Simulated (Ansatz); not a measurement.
Reaction (redistribution): `FBF` + `[F][GeH2][CH2][GeH3]` → `F[BH][GeH2][F]` + `F[CH2][GeH3]`

Gas-phase electronic energies from Ansatz, PBE0-D4/def2-TZVP geometries. CBS: MP2 limit from def2 TZ/QZ plus the TZ coupled-cluster correction, frozen cores. This one scheme is used for every species. For Ge outer-core shells are correlated without core-valence functions, which leaves a few kJ/mol of doubt a bond. Scalar relativity is left out up to krypton. Each species was taken in one conformer, which may not be the lowest.

`FBF`:

Z-matrix (Å, degrees):
```
B
F 1 1.313
F 1 1.313 2 118.1
H 1 1.191 2 121.0 3 180.0
```

`[F][GeH2][CH2][GeH3]`:

Z-matrix (Å, degrees):
```
Ge
C 1 1.935
F 1 1.748 2 107.1
H 1 1.537 2 112.9 3 115.8
H 1 1.537 2 112.9 3 -115.8
Ge 2 1.960 1 114.2 3 -179.7
H 2 1.092 1 108.5 3 58.8
H 2 1.092 1 108.4 3 -58.2
H 6 1.538 2 109.8 1 60.1
H 6 1.538 2 109.9 1 -59.5
H 6 1.537 2 109.9 1 -179.7
```

`F[BH][GeH2][F]`:

Z-matrix (Å, degrees):
```
Ge
B 1 2.084
F 1 1.748 2 109.0
H 1 1.540 2 113.3 3 -117.3
H 1 1.540 2 113.3 3 117.3
F 2 1.313 1 119.9 3 -0.5
H 2 1.201 1 122.5 3 179.5
```

`F[CH2][GeH3]`:

Cartesian coordinates in Å:
```
F -1.518 0.992 -0.758
C -0.537 0.842 0.210
Ge 0.536 -0.777 -0.147
H -1.024 0.775 1.187
H 0.096 1.734 0.199
H 1.211 -0.656 -1.521
H 1.609 -0.897 0.949
H -0.373 -2.014 -0.119
```

| species | CCSD(T)/CBS(def2) energy (Eh) |
| --- | --- |
| `FBF` | -225.09427 |
| `[F][GeH2][CH2][GeH3]` | -4294.31206 |
| `F[BH][GeH2][F]` | -2302.35660 |
| `F[CH2][GeH3]` | -2216.93494 |

(1) Work out ΔE.

Largest T1 diagnostic among the species: 0.013.

Answers

(1) ΔE = (-2302.35660) + (-2216.93494) − (-225.09427) − (-4294.31206) = 0.11479 Eh = +301.4 kJ/mol.

From PBE to PBE0 (25 % exact exchange), in def2-TZVPP and without D4, ΔE moves by +12.2 kJ/mol. The D4 term adds +5.5 kJ/mol with B3LYP and +3.1 kJ/mol with PBE0; it sums over pairs of atoms, weighted by their polarisabilities, and B3LYP, whose exchange is more repulsive, gets the larger term. In def2-TZVPP, CCSD(T) changes the Hartree–Fock value by +6.2 kJ/mol (the triples alone add +0.9 kJ/mol) and MP2 by +23.4 kJ/mol.

B3LYP here is the variant with VWN-RPA as its local correlation; programs differ in this.
